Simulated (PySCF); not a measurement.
Si(F)2(Cl)(OH) (ClF₂HOSi), SMILES F[Si](F)(O)Cl. Geometry: PBE0-D3(BJ)/def2-SVP. One conformer was computed; it need not be the lowest.

The numbers are results of PBE0-D3(BJ)/def2-SVP (PySCF), not measurements.

Harmonic wavenumbers (cm⁻¹): 116, 214, 241, 325, 334, 340, 579, 759, 865, 1004, 1034, 3950. Rotational constants (GHz): 3.958, 2.403, 2.381; symmetry number 1.

Problem. Work out the zero-point energy and the ideal-gas rigid-rotor harmonic-oscillator thermochemistry at 298.15 K and 1 atm.

Solution. ZPE = ½ Σ hcν = ½ × 9760 cm⁻¹ = 13.95 kcal/mol. H − E(el) = 18.38 kcal/mol. Entropy in cal/(mol K): translation 40.22, rotation 27.05, vibration 11.78, total 79.05. G − E(el) = -5.19 kcal/mol. Cp = 21.37 cal/(mol K). Modes under 150 cm⁻¹ make the vibrational entropy uncertain.
